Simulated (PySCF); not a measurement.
F4H2OSi, neutral, multiplicity 1. Atoms are numbered in the order given.

```xyz
8

Si    -0.2638     0.0115     0.0000
F     -0.1087     1.6004     0.0000
F      0.0901    -0.7547     1.3725
F      0.0901    -0.7547    -1.3725
F     -1.8642    -0.1453     0.0000
O      1.9160     0.1273     0.0000
H      2.2498    -0.3459     0.7735
H      2.2498    -0.3459    -0.7735
```
Charge 0, spin multiplicity 1.

Geometry: PBE0-D3(BJ)/def2-SVP. One conformer was computed; it need not be the lowest.

The numbers are results of PySCF with HF/pcSseg-1, not measurements.

GIAO shieldings, no solvent; atoms listed in one row are averaged. δ = σ(ref) − σ: ²⁹Si against TMS (σ = 393.8 ppm); ¹⁹F against CFCl3 (σ = 238.5 ppm); ¹⁷O against H2O (σ = 333.0 ppm); ¹H against TMS (σ = 31.99 ppm), references at their B3LYP-D3(BJ)/def2-TZVP geometries, non-relativistic.

| nucleus | atoms | count | δ (ppm) |
|---|---|---|---|
| ²⁹Si | Si1 | 1 | -134.6 |
| ¹⁹F | F4, F3 | 2 | -120.7 |
| ¹⁹F | F2 | 1 | -121.9 |
| ¹⁹F | F5 | 1 | -127.6 |
| ¹⁷O | O6 | 1 | 48.3 |
| ¹H | H7, H8 | 2 | 3.67 |
